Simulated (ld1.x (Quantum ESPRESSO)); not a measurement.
chlorine, TM: configuration errors across variants

- Element: chlorine
- Generator: ld1.x (Quantum ESPRESSO) 7.5
- Type: norm-conserving Troullier–Martins (Kleinman–Bylander form)
- Functional: LDA (PZ)
- Relativity: scalar-relativistic
- Frozen core: [Ne]
- Valence charge: 7
- Reference configuration: 3s2 3p4 (charge +1)
- Partial waves: 3s (bound): rc 1.30 bohr; 3p (bound): rc 1.20 bohr
- Local potential: all-electron potential smoothed inside 1.10 bohr (lloc = -1)
- Core correction: none

All-electron excitation energies from the reference (eV): (1) 3s2 3p5 -13.972; (2) 3s2 3p3 25.528; (3) 3s2 3p2 63.923; (4) 3s2 3p4.5 -8.338; (5) 3s1 3p6 -1.923; (6) 3s2 3p5.3 -16.144; (7) 3s2 3p1 116.294; (8) 3s2 3p4 spin -0.880; (9) 3s2 3p5 spin -14.158.

Spin tests fill each open shell by Hund’s rule, majority spin first.

A true bound ghost makes a file unfit for plane-wave use even where its test errors are small: the radial tests pick states by their node count and pass the ghost by.

Errors AE − PS in meV (a dash: test not solved or not reliable):

```csv
change,(1),(2),(3),(4),(5),(6),(7),(8),(9),bound ghosts
base,+8.2,+16,+95,+2.9,+5.8,+11,+302,+89,+25,none
"all radii scaled by about 0.77 (s 1.00, p 0.92 bohr); local potential all-electron potential smoothed inside 0.84 bohr (lloc = -1)",+17,+47,+315,+5.7,+8.2,+24,+1142,+92,+35,s
"all radii scaled by about 0.83 (s 1.08, p 1.00 bohr); local potential all-electron potential smoothed inside 0.92 bohr (lloc = -1)",+10,+21,+122,+3.4,+6.7,+14,+384,+87,+27,none
"all radii scaled by about 0.94 (s 1.22, p 1.14 bohr); local potential all-electron potential smoothed inside 1.04 bohr (lloc = -1)",+8.4,+16,+97,+3.0,+5.8,+12,+306,+89,+26,none
"all radii scaled by about 1.05 (s 1.36, p 1.26 bohr); local potential all-electron potential smoothed inside 1.16 bohr (lloc = -1)",+8.1,+16,+95,+2.9,+5.8,+11,+304,+90,+26,none
"all radii scaled by about 1.13 (s 1.46, p 1.36 bohr); local potential all-electron potential smoothed inside 1.24 bohr (lloc = -1)",+8.0,+16,+96,+2.8,+6.0,+11,+309,+91,+26,none
"all radii scaled by about 1.22 (s 1.58, p 1.46 bohr); local potential all-electron potential smoothed inside 1.34 bohr (lloc = -1)",+8.4,+17,+103,+3.0,+7.0,+12,+333,+92,+26,none
"all radii scaled by about 1.30 (s 1.70, p 1.56 bohr); local potential all-electron potential smoothed inside 1.44 bohr (lloc = -1)",+8.9,+18,+111,+3.2,+8.0,+12,+357,+92,+27,none
```

(1) Give the same row for: all radii scaled by about 1.38 (s 1.80, p 1.66 bohr); local potential all-electron potential smoothed inside 1.52 bohr (lloc = -1).

## Answers

(1) +9.3, +19, +116, +3.3, +8.7, +13, +372, +92, +27; bound ghosts: none.
